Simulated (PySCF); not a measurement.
Ionisation energy of Ni by level of theory

Ni [Ar] 3d8 4s2 (3F) → Ni⁺ [Ar] 3d9 (2D), as a difference of total energies. All numbers are calculated (PySCF 2.14, the non-relativistic Hamiltonian (point nucleus), in def2-TZVP). Correlated levels: valence: [Ar] frozen. The calculations carry no spin-orbit coupling.

```
           method  ionisation energy (eV)  difference from reference (eV)
              UHF                   7.700                          +0.060
             TPSS                   7.115                          -0.525
              PBE                   7.149                          -0.491
    MP2 (valence)                   6.403                          -1.237
SCS-MP2 (valence)                   6.635                          -1.005
```

Reference: 7.640 eV (measured; NIST Atomic Spectra Database, ionization energies).

These non-relativistic numbers lack the scalar-relativistic shift.

The reference lies between the lowest fine-structure levels, while these numbers refer to the centres of the terms.

Errors of the correlated levels include the incompleteness of this basis and the frozen core.

MP2 underrates the near-degeneracy of ns² with np² in the lower species.
